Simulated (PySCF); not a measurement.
CH₄Cl₂Ge, SMILES [Cl][GeH]([CH3])[Cl].

Geometry: r2SCAN-D4/def2-SVP.

Two levels are set side by side: PBE/def2-TZVP (PySCF) and ωB97X/def2-TZVP (PySCF). Same geometry, gas phase. Differences are taken from unrounded values.

```json
[
 {"quantity": "orbital gap (eV)", "PBE": "5.96"},
 {"quantity": "highest occupied level (eV)", "PBE": "-7.39"},
 {"quantity": "lowest empty level (eV)", "PBE": "-1.43"},
 {"quantity": "dipole moment (D)", "PBE": "2.67"},
 {"quantity": "mean polarisability (bohr³)", "PBE": "66.6"}
]
```

Task: These are the PBE values. What does ωB97X give? (An estimate is asked for; the answer gives what the named calculation found.)

Result: 
```tsv
quantity	ωB97X	PBE minus ωB97X
orbital gap (eV)	12.85	-6.88
highest occupied level (eV)	-11.15	3.76
lowest empty level (eV)	1.70	-3.12
dipole moment (D)	2.82	-0.15
mean polarisability (bohr³)	63.6	3.1
```

PBE's occupied levels lie high since its potential decays too fast outside the molecule; exact exchange lowers them and widens the gap. PBE's more diffuse valence density responds more strongly to a field. Differences between two approximate levels are no errors against the true value.

Rough cost on one machine, each run with all the roots and properties that it gave: ωB97X against PBE within a factor of 2.
